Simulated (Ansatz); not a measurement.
Start from `C[CH2][InH2]` and change one atom or group to get `CC[SiH3]`.

Ansatz, PBE0-D4/def2-TZVP geometries, multiplicity 1. 

Elements past krypton have def2 core potentials.

| property | `C[CH2][InH2]` |
| --- | --- |
| LUMO energy (PBE0/def2-TZVPP) / eV | -1.55 |
| HOMO–LUMO gap (B3LYP/def2-TZVPP) / eV | 5.06 |
| LUMO energy (PBE/def2-TZVPP) / eV | -2.29 |
| size of the dipole moment (PBE/def2-TZVPP) / D | 0.90 |
| zero-point energy (PBE0-D4/def2-TZVP) / kJ/mol | 198.3 |
| HOMO–LUMO gap (ωB97M-V/def2-TZVPP) / eV | 9.10 |

What does the change do to each property? (An estimate is asked.)

The calculation gave: 
```csv
property,`CC[SiH3]`,shift
LUMO energy (PBE0/def2-TZVPP) / eV,0.70,2.25
HOMO–LUMO gap (B3LYP/def2-TZVPP) / eV,8.76,3.70
LUMO energy (PBE/def2-TZVPP) / eV,-0.09,2.20
size of the dipole moment (PBE/def2-TZVPP) / D,0.94,0.04
zero-point energy (PBE0-D4/def2-TZVP) / kJ/mol,235.8,37.5
HOMO–LUMO gap (ωB97M-V/def2-TZVPP) / eV,12.96,3.86
```

With PBE0 the HOMO falls by 1.44 eV and the LUMO rises by 2.25 eV, so the gap widens by about 3.69 eV. PBE moves the HOMO by -1.27 eV and ωB97M-V by -1.53 eV. The zero-point energy changes by 37.5 kJ/mol with +3 modes. Dipoles are sizes alone; their direction can turn.

B3LYP here is the variant with VWN-RPA as its local correlation; programs differ in this.
